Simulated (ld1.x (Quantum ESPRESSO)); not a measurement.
# Scattering properties, TM potential for phosphorus (P)

```
Element                 : P (Z = 15)
Generator               : ld1.x (Quantum ESPRESSO) 7.5
Type                    : norm-conserving Troullier–Martins (Kleinman–Bylander form)
Functional              : Wu–Cohen
Relativity              : scalar-relativistic
Frozen core             : [Ne]
Valence charge          : 5
Reference configuration : 3s2 3p3
Partial waves           : 3s (bound): rc 1.10 bohr; 3p (bound): rc 1.70 bohr
Local potential         : all-electron potential smoothed inside 1.20 bohr (lloc = -2)
Core correction         : a·sin(br)/r model core inside 0.85 bohr
```

The phase is arctan(r·u′/u) with u = r·R(r), unwrapped; energies in Ry, scanned from -3 to 5 Ry. A pole is an energy at which the radial function vanishes at the test radius. The pseudo phase is shifted by a multiple of π to meet the all-electron one at the reference energy, and phase errors are pseudo minus all-electron; the curves can meet again beyond the range given. Levels narrower than the energy grid can be missing from the lists of poles.

Task: For each channel, where are the poles, and over which energies does the pseudopotential scatter like the atom?

Result:

```tsv
channel	radius (bohr)	reference energy (Ry)	poles, all-electron	poles, pseudo	unbroken range about the reference energy with phases within 0.05 rad	phase error 1 Ry above the reference energy (rad)
s	1.84	-1.02	2.14	1.66	below 1.9	-0.009
p	1.84	-0.40	3.20	2.95	below 4.6	-0.006
```

Phases in the s channel:

| E (Ry) | all-electron | pseudo |
| --- | --- | --- |
| -3.00 | 1.042 | 1.036 |
| -2.76 | 0.986 | 0.979 |
| -2.52 | 0.912 | 0.905 |
| -2.28 | 0.815 | 0.807 |
| -2.04 | 0.681 | 0.673 |
| -1.80 | 0.493 | 0.486 |
| -1.56 | 0.235 | 0.230 |
| -1.32 | -0.089 | -0.091 |
| -1.08 | -0.428 | -0.428 |
| -0.84 | -0.715 | -0.716 |
| -0.60 | -0.929 | -0.932 |
| -0.36 | -1.083 | -1.088 |
| -0.12 | -1.194 | -1.202 |
| 0.12 | -1.277 | -1.288 |
| 0.36 | -1.341 | -1.354 |
| 0.60 | -1.391 | -1.408 |
| 0.84 | -1.432 | -1.453 |
| 1.08 | -1.466 | -1.491 |
| 1.32 | -1.495 | -1.526 |
| 1.56 | -1.521 | -1.558 |
| 1.80 | -1.543 | -1.588 |
| 2.04 | -1.563 | -1.619 |
| 2.28 | -1.581 | -1.652 |
| 2.52 | -1.598 | -1.689 |
| 2.76 | -1.614 | -1.734 |
| 3.00 | -1.629 | -1.794 |
| 3.24 | -1.644 | -1.886 |
| 3.48 | -1.659 | -2.055 |
| 3.72 | -1.673 | -2.465 |
| 3.96 | -1.687 | -3.428 |
| 4.20 | -1.701 | -4.112 |
| 4.44 | -1.716 | -4.366 |
| 4.68 | -1.732 | -4.485 |
| 4.92 | -1.748 | -4.554 |
